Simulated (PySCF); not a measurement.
# Working with the constants of SnBr

PBE0 constants of SnBr, ²Π (doublet), unpaired electrons π ↑ (basis Sn cc-pVTZ-PP with ECP28, Br cc-pVTZ-PP with ECP10; scalar-relativistic core potentials; PySCF 2.14; masses 119.9022 and 78.9183 u):

* ωe: 244.6 cm⁻¹
* ωexe: 0.542 cm⁻¹
* Be: 0.05576 cm⁻¹
* αe: 0.000176 cm⁻¹
* De to Sn + Br: 3.52 eV

Q: What force constant and bond length do these constants imply?

A: Reduced mass μred = 47.593 u; k = 5.8918×10⁻⁷·μred·ωe² (u, cm⁻¹, mdyn/Å) = 1.68 mdyn/Å; Re = √(16.8576/(μred·Be)) (u, cm⁻¹, Å) = 2.520 Å.

Q: Estimate the centrifugal constant D from the Kratzer relation and find the Dunham coefficient a1.

A: D = 4Be³/ωe² = 1.16e-08 cm⁻¹; a1 = −1 − αeωe/(6Be²) = -3.31.

These are scalar-relativistic numbers at best; spin–orbit coupling would shift them, the dissociation energy most. The state was picked by a PBE0 search and need not be the measured ground state.
